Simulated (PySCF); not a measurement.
Vertical excitations of a molecule C4H4OSe from PySCF with TDA-PBE/def2-SVPD, as energy in eV (oscillator strength): 4.47 (0.007), 4.73 (0.010), 5.12 (0.014), 5.23 (0.011), 5.58 (0.007), 5.75 (0.041), 6.15 (0.002), 6.20 (0.030), 6.30 (0.020), 6.32 (0.135). Lowest triplet (TDA): 3.90 eV. Geometry optimised at PBE-D3(BJ)/def2-SVP. Other conformers were not sampled.

### Question
Pick the molecule that these values belong to.
A) C#C[C@H]([SeH])C=O
B) C=C=C[Se]C=O
C) Oc1cc[se]c1
D) [SeH]c1ccoc1

### Answer
D, [SeH]c1ccoc1
